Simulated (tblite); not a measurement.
Compound: C₆H₉NOSi.
Geometry (GFN2-xTB, Å), atoms numbered from 1 in this order:
```
atom  x, y, z in Å
C1     2.8739   -0.1083    0.0131
O2     1.8729   -0.0718   -0.9744
C3     0.5814    0.0554   -0.5655
C4     0.1319    0.1773    0.6795
C5    -1.3564    0.3121    0.8900
C6    -1.8325   -0.7596    1.7099
N7    -2.1995   -1.6351    2.3506
Si8   -2.1049    0.2563   -0.8869
C9    -0.3985    0.0685   -1.7078
H10    3.8169   -0.2170   -0.5201
H11    2.8891    0.8175    0.5976
H12    2.7351   -0.9583    0.6890
H13    0.7615    0.1676    1.5547
H14   -1.5887    1.2485    1.4101
H15   -2.9814   -0.8947   -1.0885
H16   -2.7739    1.5210   -1.1995
H17   -0.1440    0.8802   -2.3899
H18   -0.2917   -0.8534   -2.2802
```

Computed values, GFN2-xTB/tblite, gas phase, harmonic and unscaled. The method is semi-empirical: single wavenumbers can be off by several per cent or more. Modes of hydrogen on silicon can be 10 to 20 % off. One conformer, not necessarily the lowest.

Harmonic wavenumbers (cm⁻¹): 28.9, 75.7, 131.4, 146.7, 216.4, 231.5, 292.9, 356.7, 425.7, 441.3, 461.4, 483.5, 516.4, 522.9, 624.7, 656.5, 706.5, 742.9, 764.1, 783.1, 796.7, 891.4, 1013.3, 1045.0, 1060.3, 1091.6, 1113.1, 1124.3, 1162.8, 1169.5, 1209.4, 1237.6, 1286.5, 1401.3, 1453.5, 1467.6, 1484.8, 1719.2, 2264.8, 2300.9, 2390.5, 2902.1, 2930.1, 2945.9, 2972.4, 2995.8, 3026.7, 3102.2.

A = 2107, B = 996.9, C = 731.7 MHz; mass 139.045 u (most abundant isotopes); point group C1, symmetry number 1.

Question: Zero-point energy?

Answer: ½Σν̃ = 29084 cm⁻¹ = 347.92 kJ/mol.

Question: What is S at 273.15 K and 1 bar for an ideal gas of classical rigid rotors and harmonic oscillators?

Answer: Translation 168.58, rotation 123.28, vibration 111.04: S = 402.9 J/(mol K).

Question: And Cp and H(273.15 K) − H(0)?

Answer: Cp = 154.87 J/(mol K), of which vibrations give 121.62 (their classical limit is 48 R = 399.1); H(273.15 K) − H(0) = 25.21 kJ/mol without the zero-point energy, 16.13 from vibrations.

Question: Which modes carry the vibrational entropy at 273.15 K?

Answer: 28.9 cm⁻¹: 23.97; 75.7 cm⁻¹: 16.01; 131.4 cm⁻¹: 11.54; 146.7 cm⁻¹: 10.66; 216.4 cm⁻¹: 7.66; 231.5 cm⁻¹: 7.16 J/(mol K); the other 42 give 34.03 together.

Question: What must be added to the electronic energy to get the Gibbs energy at 273.15 K and 1 bar?

Answer: ZPE + [H(273.15 K) − H(0)] − T·S = 347.92 + 25.21 − 110.05 = 263.08 kJ/mol.

Question: How do the functions run with temperature in this model?

Answer: 
```
T (K)  S (J/(mol K))  Cp (J/(mol K))  H − H(0) (kJ/mol)  G − H(0) (kJ/mol)  ln q(vib)
  100          294.1            75.0               5.32             -24.09       1.89
  200          360.1           121.2              15.11             -56.92       4.37
  300          418.0           166.7              29.53             -95.86       6.95
  500          521.4           239.6              70.63            -190.05      12.19
  800          650.0           306.7             153.51            -366.47      19.69
 1000          721.7           335.4             217.88            -503.79      24.30
```

q(vib) and H(0) count from the zero-point level.

Hindered rotation and anharmonicity are outside this model. Other conformers, if any are populated, would add a mixing term that is left out. The structure is chiral; the term R ln 2 for an equal mix with its mirror image is left out.

Hardware: one thread of an Arm Neoverse N1, shared host with 64 logical CPUs at a one-minute load of 60. Cost: 1.3 s wall. The figure is for the frequency step alone.
